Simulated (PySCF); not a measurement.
**Neon: a sound run and one with changed settings**

Sound run: Ne⁺ [He] 2s2 2p5, Ne²⁺ [He] 2s2 2p4. Computed with PySCF 2.14 in 6-31G* (3s2p1d, 14 functions), with the non-relativistic Hamiltonian (point nucleus). In the sound run the correlated levels freeze 1s2. The sound run starts from symmetry-adapted Hartree-Fock orbitals and uses a fine grid where one is needed.

Changed run: a valence shell is frozen. This setting is unsound on purpose.

```csv
species,method,sound run (hartree),changed run (hartree),converged
Ne⁺,MP2,-127.84687,-127.81103,yes
Ne⁺,CCSD(T),-127.85634,-127.81673,yes
Ne²⁺,MP2,-126.35644,-126.32451,yes
Ne²⁺,CCSD(T),-126.36661,-126.32796,yes
```

Ionisation energy of Ne⁺:

| method | sound run (eV) | changed run (eV) |
| --- | --- | --- |
| UHF | 39.478 | 39.478 |
| MP2 | 40.557 | 40.450 |
| SCS-MP2 | 40.509 | 40.443 |
| CCSD | 40.520 | 40.496 |
| CCSD(T) | 40.538 | 40.512 |

Freezing a valence shell removes pair correlation that changes on ionisation.

For comparison, NIST gives 40.963 eV between the lowest levels.
